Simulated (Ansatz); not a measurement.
## H4O2SSi: structure from calculated spectroscopic constants

These gas-phase data were calculated for one isomer of H4O2SSi at PBE0-D3(BJ)/def2-SVP (harmonic, unscaled wavenumbers; equilibrium rotational constants with average atomic masses):

| Item | Value |
| --- | --- |
| rotational constants | 20.3, 2.069, 1.955 GHz |
| all wavenumbers above 1500 cm⁻¹ | 3936, 2652, 2282, 2245 |
| dipole moment | 0.49 D (PBE0/def2-TZVPD) |

Candidates:

(1) `O[SiH2]OS`, a singlet
(2) `O[SiH](O)S`, a singlet

Assign the data to one candidate and say why.

Candidate (1). 1 mode lies between 3300 and 4000 cm⁻¹, one for each O–H bond, while (2) has 2.

The same quantities for all candidates:

```
     rotational constants (GHz)  wavenumbers above 1500 cm⁻¹  dipole (D)  E above the lowest, PBE0-D3(BJ)/def2-SVP (kcal/mol)
(1)          20.3, 2.069, 1.955       3936, 2652, 2282, 2245        0.49                                                 52.1
(2)         6.589, 3.263, 2.439       3935, 3923, 2718, 2291        0.86                                                  0.0
```

Harmonic stretches to hydrogen usually lie a few per cent above observed fundamentals. Each candidate is one conformer. Programs: Ansatz 0.2.0.
